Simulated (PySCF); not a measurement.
Dipole response of Ti (titanium, neutral)

[Ar] 3d3 4s1, high-spin 5F determinant (an excited configuration). Computed with PySCF 2.14 in aug-cc-pwCVTZ-DK (10s9p7d4f3g, 127 functions), with scalar relativity by spin-free X2C-1e. Coupled (time-dependent) response in atomic units; α is the mean over directions.

| method | mean α (bohr³) | C₆ (like pair) | S(−4) |
| --- | --- | --- | --- |
| B97-3 | 119.9 | 1197 | 13200 |

S(−4) is the Cauchy moment in α(ω) = α(0) + S(−4) ω² + …

α(iu) at B97-3:

| u (hartree) | α(iu) (bohr³) |
| --- | --- |
| 0 | 119.9 |
| 0.0500 | 95.72 |
| 0.100 | 63.12 |
| 0.200 | 30.55 |
| 0.300 | 18.49 |
| 0.500 | 9.620 |
| 0.750 | 5.748 |
| 1.00 | 3.998 |
| 1.50 | 2.358 |
| 2.00 | 1.581 |
| 3.00 | 0.8616 |
| 5.00 | 0.3770 |

A single London oscillator, α(iu) = α/(1 + u²/ω²), gives C₆ = (3/4) ω α². Matching the computed C₆ needs ω = 4 × 1197 / (3 × 119.9²) = 0.111 hartree.
